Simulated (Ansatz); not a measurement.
Geometry optimisation, Ansatz 0.2.0, RKS BLYP-D4/def2-SVP.

The input (input.yaml):

```yaml
crystal:
  periodic: [false, false, false]
  atoms:
    - { symbol: Hf, position_ang: [0.0, 0.0, 0.0] }
    - { symbol: Cl, position_ang: [0.0, 0.0, 2.87] }
    - { symbol: F, position_ang: [1.8671, 0.0, -0.6593] }
    - { symbol: F, position_ang: [-0.9326, 1.6157, -0.6593] }
    - { symbol: F, position_ang: [-0.9326, -1.6157, -0.6593] }
    - { symbol: H, position_ang: [-2.0403, 0.0, 0.6779] }
    - { symbol: H, position_ang: [-1.6936, 0.0, 1.7104] }
basis:
  gaussian: { orbitals: def2-SVP }
hamiltonian:
  xc: blyp
  dispersion: d4
relax:
  f_tol: 0.15
  max_steps: 25
  restrain:
    - { distance: [0, 5], at: 3.05, k: 30.0 }
    - { distance: [6, 1], at: 2.57, k: 30.0 }
    - { distance: [0, 1], at: 2.52, k: 30.0 }
    - { distance: [6, 5], at: 0.66, k: 30.0 }
```

Run as:

```bash
$ ansatz run input.yaml --threads 2 --pin off --max-ram 3072MiB --backend cpu --events-out ev --progress --plain --runs-dir out
```

Q: Where does it end, and by what steps?

A: The forces met the threshold. The restraints hold the end off the free minimum. After 5 steps the energy has fallen by 1.956 eV (the restraints' own energy left out); H6 moved furthest, 0.76 Å. Parted: Hf1–H6 (2.15 → 3.05 Å). Joined: H6–H7 (1.09 → 0.72 Å).

```csv
step,energy less start (eV),largest force component (eV/Å),accepted
0,0.0000,3.347,yes
1,-0.7182,4.099,yes
2,-1.0921,5.677,yes
3,-1.6973,3.061,yes
4,-1.9556,1.187,yes
5,-1.9558,1.350,yes
```

```xyz
7
Properties=species:S:1:pos:R:3
Hf 0.186 0.000 0.034
Cl 0.267 0.000 2.512
F 1.969 0.000 -0.663
F -0.672 1.567 -0.654
F -0.672 -1.567 -0.654
H -2.667 0.000 1.105
H -2.144 0.000 1.601
```

Time of the run: 16 s on 2 threads of Arm Neoverse V2, with other jobs on the host, peak memory 0.2 GiB.
